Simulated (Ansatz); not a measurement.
One geometry of SnFH3 (SnH₃F), several levels of theory.

```yaml
crystal:
  periodic: [false, false, false]
  atoms:
    - {symbol: Sn, position_ang: [-0.000762, 0.001337, -0.129932]}
    - {symbol: F, position_ang: [0.010457, -0.018654, 1.811129]}
    - {symbol: H, position_ang: [1.646767, 0.010634, -0.569858]}
    - {symbol: H, position_ang: [-0.832361, 1.432248, -0.540918]}
    - {symbol: H, position_ang: [-0.824101, -1.425566, -0.570421]}
basis:
  gaussian: {orbitals: def2-TZVP}
magnetization: {spin_polarized: true, initial_magnetization: 2}
hamiltonian: {xc: pbe0, dispersion: d4}
scf: {omitted_lower_state_checks: [starts]}
output: {orbitals: {seedname: orbitals}}
```

The file start.molden holds the orbitals of an earlier run on this structure, at another level or in another basis.

```sh
$ ansatz run in.yaml --threads 4 --pin off --events-out ev --progress --plain --max-ram 3916MiB
```

It prints (some lines left out):

```
Functional definition: PBE0
749 factors; their error is unknown
mean field evaluation 1: about -8586.1284 eV, gradient 3.0e1 eV
mean field evaluation 2: about -8546.1736 eV, gradient 1.0e2 eV
mean field evaluation 4: about -8589.1566 eV, gradient 8.0e0 eV
mean field evaluation 8: about -8589.3930 eV, gradient 2.2e-1 eV
mean field evaluation 16: about -8589.4847 eV, gradient 4.9e-3 eV
mean field evaluation 32: about -8589.4847 eV, gradient 6.0e-5 eV
mean field -8589.48472861 eV, -315.6577416146 hartree, gradient 1.9e-6 eV, S^2 2.009160; 0 other end points of the search recorded, 0 dependent functions left out
reference -8589.48476914 eV, -315.6577431041 hartree; 18, 16 occupied and 81, 83 virtual orbitals, 749 factors
Total energy: -8589.53215324 eV, -315.6594844374 hartree
Checks for a lower state left out: starts
```

Hardware: 4 threads of Arm Neoverse V2 on a shared host. Wall time 2.5 s.

First input, but with `gaussian: {orbitals: def2-TZVP, initial_orbitals: start.molden}`, `hamiltonian: {xc: pbe, dispersion: d4}` (abridged; 1.7 s):

```
Functional definition: PBE
mean field -8589.67031027 eV, -315.6645616149 hartree, gradient 1.6e-6 eV, S^2 2.003443
Total energy: -8589.72738834 eV, -315.6666591951 hartree
Checks for a lower state left out: starts
```

As the first input, with `gaussian: {orbitals: def2-TZVP, initial_orbitals: start.molden}`, `hamiltonian: {xc: r2scan, dispersion: d4}` (abridged; 3.6 s):

```
Functional definition: r2SCAN
mean field -8593.28231791 eV, -315.7973004473 hartree, gradient 2.2e-6 eV, S^2 2.007838
Total energy: -8593.29487057 eV, -315.7977617490 hartree
Checks for a lower state left out: starts
```

Geometry: B3LYP-D4/def2-TZVP, that of the neutral singlet.

In the def2 sets Sn takes a core potential; there is no spin–orbit coupling. At PBE-D4/def2-TZVP the gap within one spin of the charge 0 triplet nearly closes, so an electron or hole may be smeared out by delocalisation error. At PBE0-D4/def2-TZVP a singlet of charge 0 lies 6.60 eV below the triplet at the same geometry.
